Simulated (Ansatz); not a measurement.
C₄H₁₁Al, SMILES `CC(C)[CH2][AlH2]`. The species carries charge 0 and has multiplicity 1.

Cartesian coordinates in Å:
```
C 1.026 0.393 -1.011
C 0.332 -0.469 0.035
C 0.062 -1.864 -0.513
C -0.949 0.207 0.528
Al -0.711 1.945 1.401
H 1.944 -0.075 -1.377
H 0.369 0.555 -1.872
H 1.300 1.374 -0.607
H 1.018 -0.571 0.887
H 0.984 -2.354 -0.840
H -0.614 -1.813 -1.373
H -0.409 -2.500 0.240
H -1.469 -0.447 1.244
H -1.655 0.318 -0.308
H -1.925 2.965 1.532
H 0.697 2.335 2.035
```

Q: What are the harmonic wavenumbers in cm⁻¹ at PBE0-D4/def2-TZVP (Ansatz, finite differences of forces, unscaled)? (An estimate is asked.)

A: Computed: 65, 92, 148, 240, 268, 324, 354, 409, 476, 506, 664, 700, 793, 834, 922, 964, 969, 1021, 1094, 1186, 1202, 1224, 1351, 1355, 1390, 1406, 1426, 1474, 1483, 1493, 1497, 1900, 1906, 2999, 3012, 3022, 3034, 3043, 3088, 3104, 3114, 3115.

Q: Is this a minimum?

A: Yes, all 42 modes are real.

Q: Give the ideal-gas thermochemistry at 298.15 K and 1 bar (rigid rotor, harmonic oscillator; point group C1, symmetry number 1).

A: Zero-point energy 350.9 kJ/mol; H(298) − E = 374.9 kJ/mol; entropy 363.1 J/(mol·K), of which translation 164.4, rotation 112.7, vibration 86.1; G(298) − E = 266.7 kJ/mol. Modes under 100 cm⁻¹ are hindered rotations or soft bends, so the harmonic entropy is rough.

Q: Rotational constants (cm⁻¹)?

A: 0.2446, 0.06773, 0.0577.
